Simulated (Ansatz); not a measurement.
Relative stability

The two ends of one reaction step of CH₆OSn, singlet (PBE0-D4/def2-TZVP).

A:

```tsv
atom	x (Å)	y (Å)	z (Å)
Sn1	-0.6477	0.0341	0.9123
O2	1.4203	1.0607	-0.2226
C3	-0.9155	-0.8764	-0.8198
H4	1.0918	0.4786	-0.9347
H5	-1.2091	1.5931	1.2859
H6	0.3311	-0.5975	2.1562
H7	2.3071	0.7572	-0.0018
H8	-1.6918	-0.5159	-1.4852
H9	-0.6862	-1.9339	-0.8904
```

B:

Sn1  (-0.041, 0.331, 0.698)
O2  (1.825, 0.761, 0.217)
C3  (-0.712, -0.751, -1.002)
H4  (-0.599, -0.129, -1.889)
H5  (-0.878, 1.805, 0.953)
H6  (-0.017, -0.594, 2.141)
H7  (2.292, 1.260, 0.890)
H8  (-1.760, -1.032, -0.891)
H9  (-0.110, -1.651, -1.117)
(Å)

Program: Ansatz 0.2.0. Basis: def2-TZVPP. Cores are frozen in the correlated methods. Filled d shells of the heavier atoms are correlated. Core potentials replace the inner electrons of the atoms past krypton. The def2 sets are not built for correlating such inner shells, so the correlated values are less sure here. B3LYP uses VWN-RPA correlation.

Q: Which structure is lower at CCSD(T), and by how much? (To be estimated.)

A: By the calculation: B, by 52.43 kcal/mol (electronic energy, against the other). By their contacts, A is a complex of CH₄Sn ([CH2][SnH2]) + H₂O and B is CH₆OSn ([CH3][SnH2][OH]).

All methods give the same order:

| method | E(B) − E(A) (kcal/mol) |
| --- | --- |
| SPW92 | -47.37 |
| PBE-D4 | -48.29 |
| BLYP-D4 | -48.09 |
| r2SCAN-D4 | -52.70 |
| B97M-V | -53.55 |
| PBE0-D4 | -52.68 |
| B3LYP-D4 | -51.77 |
| r2SCAN0-D4 | -54.93 |
| BHLYP-D4 | -56.65 |
| CAM-B3LYP-D4 | -55.20 |
| wB97X-V | -57.21 |
| wB97M-V | -53.98 |
| B2PLYP | -52.60 |
| PBE-QIDH | -55.18 |
| RPA on PBE | -52.30 |
| HF | -62.65 |
| MP2 | -52.79 |
| CCSD | -54.76 |
| CCSD(T) | -52.43 |

T1 diagnostic: at most 0.017. The restricted Hartree–Fock reference is unstable towards an unrestricted one at one or more of these structures.

Labels in which every atom is bracketed show which atoms are joined, not bond orders.

For scale, one of the runs: CCSD(T)/def2-TZVPP, 196 basis functions, launched by `ansatz run in.yaml --threads 4 --pin off --events-out ev --progress --plain --max-ram 9574MiB`. Hardware: 4 CPU threads of an Arm Neoverse V2, shared host. Wall time 62 s; peak host memory 2.6 GiB.
